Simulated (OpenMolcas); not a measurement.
**What dynamic correlation does to the levels of Cl²⁺**

| Item | Value |
| --- | --- |
| Program | OpenMolcas |
| Basis | ANO-RCC-VTZP [5s4p2d1f] |
| Scalar Hamiltonian | DKH2, point nucleus |
| Active space | 5 electrons in 4 orbitals (3s 3p) |
| State averaging | 2S+1 = 4 odd, 1 root; 2S+1 = 2 odd, 11 roots kept (CI in the orbitals of an earlier block); 2S+1 = 4 even, 3 roots; 2S+1 = 2 even, 9 roots kept (CI in the orbitals of an earlier block) |
| Spin-orbit coupling | state interaction with AMFI integrals over the reference wave functions, term energies averaged over their components |

Methods on the same reference wave functions:
A. CASSCF
B. SS-CASPT2, IPEA 0.25 Eh, imaginary shift 0.1 Eh (closed shells correlated: 2s 2p)
C. MS-CASPT2, IPEA 0.25 Eh, imaginary shift 0.1 Eh (closed shells correlated: 2s 2p)

Energies in cm⁻¹ above 3s² 3p³ ⁴S°_3/2, the measured ground level; measured values from Moore, Atomic Energy Levels, vol. I, NSRDS-NBS 35 (1971 reprint of NBS Circular 467, 1949).

```
          Level       A       B       C  Measured
3s² 3p³ ⁴S°_3/2     0.0     0.0     0.0       0.0
3s² 3p³ ²D°_3/2   22708   18980   18980     18053
3s² 3p³ ²D°_5/2   22783   19040   19040     18120
3s² 3p³ ²P°_1/2   31569   30450   30440     29812
3s² 3p³ ²P°_3/2   31634   30500   30490     29907
  3s 3p⁴ ⁴P_5/2  106211  102520  102520     98520
  3s 3p⁴ ⁴P_3/2  106828  103130  103130     99130
  3s 3p⁴ ⁴P_1/2  107186  103490  103490     99475
  3s 3p⁴ ²D_3/2  150777  134200  134200          
  3s 3p⁴ ²D_5/2  150787  134210  134210          
  3s 3p⁴ ²S_1/2  173510  163180  163180          
  3s 3p⁴ ²P_3/2  193463  176110  176110          
  3s 3p⁴ ²P_1/2  194210  176860  176860          
    3p⁵ ²P°_3/2  296868  264960  264970          
    3p⁵ ²P°_1/2  297950  266040  266050
```

Deviations, from unrounded energies. A percentage is the sum of absolute deviations over the sum of measured energies, with the sign that they share, or ± where signs differ.

```json
{"Against measurement": "mean absolute deviation (cm-1)", "Levels": "7", "A": "5100", "B": "2200", "C": "2200"}
{"Against measurement": "other terms of the ground configuration (%)", "Levels": "4", "A": "+13.4", "B": "+3.2", "C": "+3.2"}
{"Against measurement": "other configurations (%)", "Levels": "3", "A": "+7.8", "B": "+4.0", "C": "+4.0"}
```

B, C lie about equally close to measurement and A furthest from it. The largest miss of C in the table is 3s 3p⁴ ⁴P_1/2, by +4000 cm-1. The ranking rests on the paired levels alone, and a cruder setting can come out closer through cancelling errors.

Between B and C the level of the table that moves most is 3p⁵ ²P°_1/2, by 12 cm-1 (lowest in B, highest in C). Moves below CASPT2's spread within the term are not significant.

The two smallest mean deviations differ by little beside CASPT2's spread within terms, so their order carries little weight.

From A to B the spin-free energies of the other terms of 3s² 3p³ shown, above ⁴S°, scale by factors of 0.84 to 0.96.

The lowest spin-free term lies below A's lowest term by 0.118 hartree in B, 0.118 hartree in C.

Term energies are means over components that CASPT2 splits; among the terms shown or strongly mixed into the levels shown the widest spread is 1900 cm-1 (3s 3p⁴ ²D, C). Over all roots computed the reference weight is 0.87 to 0.96 in B, 0.87 to 0.96 in C; the roots of lowest weight are the least certain, and an intruder state may touch them. Terms from blocks run as CI alone lack orbitals of their own. Terms of s pⁿ other than that of highest spin mix with s² pⁿ⁻² d, which this space lacks; all of them can be thousands of cm-1 off, and some have no real level of that name. Measured partners are found by configuration, term and J. A level has none where our copy of the source lacks it or the pairing is in doubt (some pairs that miss far off the trend of their configuration count as doubtful), and it then counts in no deviation. Only configurations of the active space appear.

° marks odd parity.
